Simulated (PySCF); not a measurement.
Te(I)(NH2), SMILES N[Te]I (H₂INTe) (B3LYP/def2-SVP optimised geometry):

```
5

Te    -0.853    -1.347     0.000
I     -1.596     1.347     0.000
N      1.168    -1.347     0.000
H      1.596    -0.959     0.839
H      1.596    -0.959    -0.839
```

Computed with PySCF with B3LYP/def2-TZVP, def2 effective core potentials past Kr.

Task: What are the frontier orbital energies and the dipole moment?

Result: HOMO-2 -7.74 eV, HOMO-1 -7.31 eV, HOMO -6.09 eV, LUMO -2.87 eV, LUMO+1 -1.55 eV; dipole moment 1.70 D.
